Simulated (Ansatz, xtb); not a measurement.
## Ranking isomers of C3H11BS

6 gas-phase structures of C3H11BS, from a drawn sample of its isomers (lower ones may exist). Each was relaxed with GFN2-xTB; where two conformers were screened, the lower at r2SCAN-D4/def2-SVP is listed:

A. `[BH3-][SH+]CCC`, a singlet
B. `[BH3-][S@+](C)CC`, a singlet
C. `[BH3-][SH+]C(C)C`, a singlet
D. `CCC[BH2-][SH2+]`, a singlet
E. `C[BH2-][SH+]CC`, a singlet
F. `CC(C)[BH2-][SH2+]`, a singlet

Estimate their order in r2SCAN-D4/def2-SVP energy at these geometries, lowest first.

Calculated order at r2SCAN-D4/def2-SVP: E (0.0), B (2.8), C (3.7), D (3.8), F (4.0), A (6.0) kcal/mol. Less than 1 kcal/mol parts B and C; C and D; D and F, so the order within those pairs means little.

Energies above the lowest of each column, in kcal/mol; the last columns are at PBE0-D4/def2-SVP geometries and were run for some of them only (a dash: not run or not comparable):

```
structure  GFN2-xTB  HF/STO-3G  r2SCAN-D4/def2-SVP  PBE0-D4/def2-SVP  CCSD(T)/def2-SVP + ΔMP2/def2-TZVPP
        E       7.5        1.6                 0.0               0.0                                 0.0
        B       2.2        0.0                 2.8               3.1                                 1.4
        C       0.0        5.4                 3.7                 –                                   –
        D       7.9        9.2                 3.8                 –                                   –
        F       8.3       11.3                 4.0                 –                                   –
        A       2.0        5.9                 6.0                 –                                   –
```

CCSD(T)/def2-SVP + ΔMP2/def2-TZVPP puts E lowest of those it was run on; GFN2-xTB picks C, HF/STO-3G picks B. Some further structures that were screened fall inside this span and aren't listed. Flexible structures stand in one conformer each, not always the lowest. Frequencies (GFN2-xTB) were run for B, E alone. ΔMP2 is the change of the MP2 energy from the smaller to the larger basis.

Over these structures GFN2-xTB departs from r2SCAN-D4/def2-SVP by 4.0 kcal/mol on average once a common shift is removed. A GFN2-xTB relaxation took about 0.15 s and the r2SCAN-D4/def2-SVP energy about 2.4 s on a shared host (Ansatz 0.2.0, xtb 6.7.1).
